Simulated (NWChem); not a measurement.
SbH2O2Br; SMILES [OH][Sb]([OH])[Br]

```xyz
6

Sb    -0.3569     0.7606     0.0000
Br     0.0529    -1.7609     0.0000
O      0.9325     1.3094    -1.3824
H      0.7137     0.9469    -2.2506
O      0.9325     1.3094     1.3824
H      0.7137     0.9469     2.2506
```
Atoms are numbered in this order, from 1.

The geometry was optimised at PBE0/def2-SVP. No frequency run checked for a minimum. B3LYP is NWChem's, with the RPA form of VWN correlation. def2 effective core potentials on Sb; no spin-orbit coupling.

Symmetry labels are those of Cs in the frame above (b1 and b2, or b-type labels, depend on it).

### Question
List the 4 lowest vertical singlet excitations from B3LYP/def2-SVPD with def2 effective core potentials on Sb, TDA (NWChem).

### Answer
| state | energy (eV) | oscillator strength | symmetry | leading excitation (squared amplitude) |
|---|---|---|---|---|
| S1 | 5.12 | 0.025 | a" | HOMO → LUMO (0.77) |
| S2 | 5.15 | 0.037 | a' | HOMO → LUMO+1 (0.61) |
| S3 | 5.29 | 0.000 | a" | HOMO−1 → LUMO (0.71) |
| S4 | 5.32 | 0.008 | a' | HOMO−2 → LUMO (0.51) |
